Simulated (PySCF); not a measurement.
C3H7ClSi, SMILES [SiH3]C/C=C\Cl. Atoms are numbered in the order given.

```xyz
12

Si    -1.9850    -0.0836    -0.8234
C     -0.3321    -1.0278    -0.7630
C      0.2021    -1.1086     0.6305
C      1.0333    -0.2382     1.2133
Cl     1.6788     1.1603     0.3914
H     -2.4998    -0.0476    -2.2247
H     -1.7902     1.3076    -0.3299
H     -2.9909    -0.7696     0.0400
H     -0.4963    -2.0345    -1.1805
H      0.3747    -0.4989    -1.4223
H     -0.1448    -1.9343     1.2617
H      1.3772    -0.3308     2.2443
```

The structure is a stationary point at B3LYP-D3(BJ)/def2-SVP. The structure was generated by enumeration; whether it is a known compound was not checked. One conformer was computed; it need not be the lowest.

These are PBE0/def2-TZVP run with PySCF values and carry that method's errors.

ESP charges are fitted to the potential on shells at 1.4 to 2.0 van der Waals radii. Atomic charges (e):

```
atom  ESP fit  Löwdin    IAO  Mulliken
----  -------  ------  -----  --------
Si1      0.24    0.26   0.62      0.16
C2      -0.18   -0.39  -0.55     -0.31
C3      -0.10   -0.24  -0.15     -0.18
C4      -0.30   -0.47  -0.19     -0.07
Cl5     -0.04    0.34  -0.04     -0.11
H6      -0.08   -0.03  -0.12     -0.02
H7      -0.04   -0.03  -0.11     -0.01
H8      -0.07   -0.03  -0.12     -0.02
H9       0.11    0.15   0.16      0.14
H10      0.12    0.15   0.17      0.15
H11      0.15    0.16   0.16      0.14
H12      0.22    0.13   0.17      0.15
```

Give the Mayer and Wiberg (Löwdin basis) orders of the bonds. (The exact figures need the calculation; the answer reports its results.)


| bond | Mayer | Wiberg |
|---|---|---|
| Si1–C2 | 0.97 | 1.13 |
| C2–C3 | 1.01 | 1.29 |
| C3–C4 | 1.94 | 2.09 |
| C4–Cl5 | 1.08 | 1.69 |
| Si1–H6 | 0.95 | 0.95 |
| Si1–H7 | 0.96 | 0.96 |
| Si1–H8 | 0.96 | 0.96 |
| C2–H9 | 0.93 | 0.83 |
| C2–H10 | 0.93 | 0.83 |
| C3–H11 | 0.93 | 0.81 |
| C4–H12 | 0.94 | 0.87 |
